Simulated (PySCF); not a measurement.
# Curvature of the energy in the electron number along the 3d series

Calculated with PySCF 2.14, in def2-TZVP, non-relativistic: one orbital is emptied in steps, and each cell gives the departure of E from the straight line at half an electron, in eV (from a cubic fit). The exact functional gives zero.

```csv
species,orbital,LDA,PBE,PBE0,BHandHLYP,LC-wPBE,UHF
Ti,4s beta,-0.66,-0.64,-0.45,-0.36,0.02,0.04
Cr,4s alpha,-0.74,-0.73,-0.52,-0.34,0.02,0.03
Mn,4s beta,-0.74,-0.70,-0.49,-0.41,0.01,0.04
Fe,4s beta,-0.78,-0.76,-0.54,-0.41,0.01,0.05
Cu,4s alpha,-0.85,-0.84,-0.60,-0.42,0.00,0.02
Zn,4s beta,-0.92,-0.91,-0.64,-0.45,-0.01,0.07
```

Problem. How does the mean departure depend on the functional?

Solution. LDA -0.78 eV; PBE -0.76 eV; PBE0 -0.54 eV; BHandHLYP -0.40 eV; LC-wPBE 0.01 eV; UHF 0.04 eV. Semilocal functionals are convex (delocalisation error), Hartree-Fock is concave or straight, and exact exchange removes curvature roughly in proportion to its share, so among the functionals the range-separated hybrids usually come closest to zero.
